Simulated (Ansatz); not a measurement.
One change: `[AlH]1[SiH2][PH]1` becomes `[F][Al]1[SiH2][PH]1`.

Ansatz, PBE0-D4/def2-TZVP geometries, multiplicity 1. 

```tsv
property	`[AlH]1[SiH2][PH]1`
HOMO–LUMO gap (PBE0/def2-TZVPP) / eV	4.06
HOMO–LUMO gap (PBE/def2-TZVPP) / eV	2.41
ideal-gas entropy at 298 K and 1 bar (rigid rotor, harmonic PBE0-D4/def2-TZVP) / J/(mol·K)	310
HOMO energy (PBE0/def2-TZVPP) / eV	-6.07
HOMO–LUMO gap (ωB97M-V/def2-TZVPP) / eV	7.60
size of the dipole moment (ωB97M-V/def2-TZVPP) / D	1.70
```

Problem. What does the change do to each property? (An estimate is asked.)

Solution. Computed: 
```csv
property,`[F][Al]1[SiH2][PH]1`,shift
HOMO–LUMO gap (PBE0/def2-TZVPP) / eV,4.53,0.47
HOMO–LUMO gap (PBE/def2-TZVPP) / eV,2.83,0.42
"ideal-gas entropy at 298 K and 1 bar (rigid rotor, harmonic PBE0-D4/def2-TZVP) / J/(mol·K)",334,24
HOMO energy (PBE0/def2-TZVPP) / eV,-6.29,-0.22
HOMO–LUMO gap (ωB97M-V/def2-TZVPP) / eV,8.09,0.49
size of the dipole moment (ωB97M-V/def2-TZVPP) / D,0.86,-0.84
```

With PBE0 the HOMO falls by 0.22 eV and the LUMO rises by 0.23 eV, so the gap widens by about 0.45 eV. PBE moves the HOMO by -0.19 eV and ωB97M-V by -0.23 eV. Dipoles are sizes alone; their direction can turn.
